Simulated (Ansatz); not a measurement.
`[Cl][Ti]([Cl])([Cl])[Cl]` + NH₃ → `[NH2][Ti]([Cl])([Cl])[Cl]` + HCl at 400 K and 1 bar (ligand exchange at a Ti–Cl bond).

Isolated molecules relaxed with PBE0-D4/def2-TZVP in Ansatz; ΔE leaves out vibrations. CBS: MP2 limit from def2 TZ/QZ plus the TZ coupled-cluster correction, frozen cores. This one scheme is used for every species. For Ti outer-core shells are correlated without core-valence functions, which leaves a few kJ/mol of doubt a bond. Scalar relativity is left out up to krypton. Each species was taken in one conformer, which may not be the lowest.

```csv
species,CCSD(T)/CBS energy (Eh),H − E (kJ/mol),S (J/(mol·K))
`[Cl][Ti]([Cl])([Cl])[Cl]`,-2688.29434,46.7,381.7
NH₃,-56.50880,104.2,203.1
`[NH2][Ti]([Cl])([Cl])[Cl]`,-2284.39597,111.5,425.7
HCl,-460.38127,29.6,195.4
```

H − E and S are ideal-gas, rigid-rotor, harmonic terms from PBE0-D4/def2-TZVP, for one conformer and one mirror image of each species. 1 Eh = 2625.50 kJ/mol, R = 8.31446 J/(mol·K).

Problem. By hand: ΔE, ΔH, ΔS and ΔG.

Solution. ΔE = (-2284.39597) + (-460.38127) − (-2688.29434) − (-56.50880) = 0.02590 Eh = 68.0 kJ/mol. Δ(H − E) = 111.5 + 29.6 − 46.7 − 104.2 = -9.8, so ΔH = 58.2 kJ/mol. ΔS = 425.7 + 195.4 − 381.7 − 203.1 = 36.3 J/(mol·K). ΔG = 58.2 − 400 × (36.3)/1000 = 43.7 kJ/mol.

Problem. By hand: the equilibrium constant, and the temperature at which ΔG would vanish if ΔH and ΔS stayed fixed.

Solution. log₁₀ K = −ΔG/(RT ln 10) = -5.7. ΔG = 0 at ΔH/ΔS = 1603 K.

ΔH outweighs TΔS. A doubt of 5 kJ/mol in ΔE shifts log₁₀ K by 0.7 here. Other conformers and mirror images would add mixing entropy, several J/(mol·K) or more a flexible species. Modes under 60 cm⁻¹, often nearly free rotors, make the harmonic entropy too high. These are equilibria of isolated gas molecules and say nothing of rates. Largest T1 diagnostic: 0.025 (customary marks: 0.02 for closed shells, 0.045 for open ones).
